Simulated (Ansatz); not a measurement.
Species: H$_{3}$BNO, charge 0, doublet. H3BNO (SMILES [O]BN, doublet).
B3LYP-D3(BJ)/def2-TZVP minimum from Ansatz (an electronic-structure program):
```xyz
6

B      0.0059    -0.2824     0.3224
H     -0.0156    -0.9091     1.3594
O      0.2333    -1.0868    -0.7163
N     -0.1918     1.1046     0.3068
H     -0.3575     1.6291     1.1463
H     -0.1801     1.6539    -0.5354
```
Charge 0, spin multiplicity 2.

Atomisation energy term by term, kcal/mol (programs: Ansatz). UHF or UKS for unpaired electrons; spin-orbit terms are left out. Cores are frozen in correlated methods. Rows without X2C or -DK are non-relativistic. CBS(X,Y): correlation extrapolated as X^-3, Hartree-Fock from the larger set. A bracket is a step between two methods taken in the basis named. 'core' is core correlation in cc-pwCVTZ, 'X2C' scalar relativity in cc-pVTZ-DK, both at CCSD(T). For partners of very few electrons the exact lower level stands in for a higher one.

```csv
term,basis,kcal/mol
Hartree-Fock,cc-pVQZ,381.85
CCSD correlation,"CBS(cc-pVTZ,cc-pVQZ)",135.08
(T),"CBS(cc-pVTZ,cc-pVQZ)",8.74
CCSDT(Q) - CCSD(T),cc-pVDZ,0.75
core correlation,cc-pwCVTZ,2.47
scalar relativity,"X2C, cc-pVTZ-DK",-0.51
sum: De,,528.4
```
